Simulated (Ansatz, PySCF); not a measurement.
Complex: CH4O (SMILES CO) (first 6 atoms) with GeH4 (SMILES [GeH4]); geometry from B3LYP-D3(BJ)/def2-TZVP.
(charge 0, multiplicity 1):
```csv
atom,x (Å),y (Å),z (Å)
C,0.3585,0.1630,-0.0492
O,0.3032,-1.0143,0.7466
H,0.2373,-0.0577,-1.1147
H,1.3442,0.5990,0.1044
H,-0.3957,0.8976,0.2523
H,-0.5602,-1.4244,0.6342
Ge,-0.0941,0.0772,3.7230
H,0.1008,-1.4393,3.8330
H,-1.3290,0.3925,2.8639
H,1.1478,0.7440,3.1200
H,-0.3333,0.6533,5.1329
```

Monomers are frozen at their geometry in the pair; levels with a basis set take the counterpoise correction. Rows marked so take none.

Rows in STO-3G carry no dispersion term and start afresh at each structure; the Pople sets are all-electron and without relativity.

The values were computed with Ansatz (a program for electronic structure); PySCF for M06-2X, STO-3G rows, the dispersion terms. 

### Question
One of these levels gives -11.1 kJ/mol for the interaction energy. Name it.
A. B3LYP-D3(BJ)/def2-TZVPPD
B. SVWN5/def2-TZVPPD
C. M06-2X/def2-TZVPPD
D. HF/STO-3G (no counterpoise)

### Answer
C, M06-2X/def2-TZVPPD. The others give -0.7 (HF/STO-3G (no counterpoise)), -14.2 (SVWN5/def2-TZVPPD), -8.8 (B3LYP-D3(BJ)/def2-TZVPPD)
